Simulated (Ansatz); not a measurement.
Consider the redistribution: `FC[SiH]([SiH3])S` + `[NH2][GaH][OH]` → `O[SiH]([SiH3])S` + `[NH2][GaH][CH2]F`.

Program: Ansatz. Geometries: PBE0-D4/def2-TZVP. ΔE: electronic, gas phase. CBS: MP2 limit from def2 TZ/QZ plus the TZ coupled-cluster correction, frozen cores. DFT in def2-TZVPP. For Ga outer-core shells are correlated without core-valence functions, which leaves a few kJ/mol of doubt a bond. Scalar relativity is left out up to krypton. Each species was taken in one conformer, which may not be the lowest.

```json
{"level": "r2SCAN-D4", "ΔE (kcal/mol)": "-5.2", "difference from CCSD(T)/CBS": "0.4"}
{"level": "ωB97M-V", "ΔE (kcal/mol)": "-5.9", "difference from CCSD(T)/CBS": "-0.3"}
{"level": "PBE", "ΔE (kcal/mol)": "-5.4", "difference from CCSD(T)/CBS": "0.2"}
{"level": "HF/def2-TZVPP", "ΔE (kcal/mol)": "-5.9", "difference from CCSD(T)/CBS": "-0.3"}
{"level": "MP2/def2-TZVPP", "ΔE (kcal/mol)": "-4.6", "difference from CCSD(T)/CBS": "1.0"}
{"level": "SCS-MP2/def2-TZVPP", "ΔE (kcal/mol)": "-4.6", "difference from CCSD(T)/CBS": "1.0"}
{"level": "HF/def2-QZVPP", "ΔE (kcal/mol)": "-6.0", "difference from CCSD(T)/CBS": "-0.4"}
{"level": "MP2/def2-QZVPP", "ΔE (kcal/mol)": "-5.1", "difference from CCSD(T)/CBS": "0.5"}
{"level": "SCS-MP2/def2-QZVPP", "ΔE (kcal/mol)": "-5.0", "difference from CCSD(T)/CBS": "0.6"}
{"level": "CCSD/CBS(def2)", "ΔE (kcal/mol)": "-5.9", "difference from CCSD(T)/CBS": "-0.3"}
{"level": "CCSD(T)/CBS", "ΔE (kcal/mol)": "-5.6", "difference from CCSD(T)/CBS": "0"}
```

Largest T1 diagnostic among the species: 0.014.

In def2-TZVPP, CCSD(T) changes the Hartree–Fock value by +1.1 kcal/mol (the triples alone add +0.3 kcal/mol) and MP2 by +1.3 kcal/mol.
